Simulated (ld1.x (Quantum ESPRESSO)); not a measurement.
# Before and after: TM potential for neon (Ne)

| Property | Result |
| --- | --- |
| Element | neon (Ne) |
| Generator | ld1.x (Quantum ESPRESSO) 7.5 |
| Type | norm-conserving Troullier–Martins (Kleinman–Bylander form) |
| Functional | BP86 |
| Relativity | scalar-relativistic |
| Frozen core | [He] |
| Valence charge | 8 |
| Reference configuration | 2s2 2p6 |
| Partial waves | 2p (bound): rc 1.30 bohr; 2s (bound): rc 0.70 bohr |
| Local potential | the s channel |
| Core correction | Bessel-smoothed model core, default radius (core density twice the valence density) |

Change: wave 2p (bound): rc 1.30 bohr becomes 2p (bound): rc 1.10 bohr.

Cutoffs: the cutoffs (Ry, on a coarse ladder) from which the occupation-weighted sum of valence levels, in a spherical-Bessel basis at the reference potential, stays within 10 and 1 mRy of its value at 400 Ry; they do not see the model core or the augmentation charge, which bear on the density cutoff. Errors are all-electron minus pseudo energies relative to the spin-unpolarised reference configuration.

**Question.** What does the change do?

**Answer.** The potential gets neither clearly harder nor softer (200 Ry and 300 Ry → 200 Ry and 300 Ry); the s channel sets the loose cutoff, while the largest relative change is in p, which becomes harder; of the 6 tests that both files solve, the error grows in 0 and shrinks in 6 by more than 15 % and 0.3 meV (median size 122.3 → 45.4 meV); neither file shows a bound ghost. Less of the atom is replaced, so other configurations are described better.

```tsv
quantity	base	changed
cutoff, loose	200 Ry	200 Ry
cutoff, tight	300 Ry	300 Ry
loose cutoff by channel (10 mRy a level)	p 80 Ry, s 110 Ry	p 100 Ry, s 110 Ry
bound ghosts	none	none
error for 2s2 2p5, meV [ΔE 22.56 eV]	+16	+4.1
error for 2s2 2p4, meV [ΔE 65.92 eV]	+175	+69
error for 2s2 2p3, meV [ΔE 133.44 eV]	+772	+339
error for 2s1 2p6, meV [ΔE 45.97 eV]	-69	-22
error for 2s2 2p5.5, meV [ΔE 8.91 eV]	+1.4	-0.3
error for 2s2 2p2, meV [ΔE 228.16 eV]	+2292	+1081
```
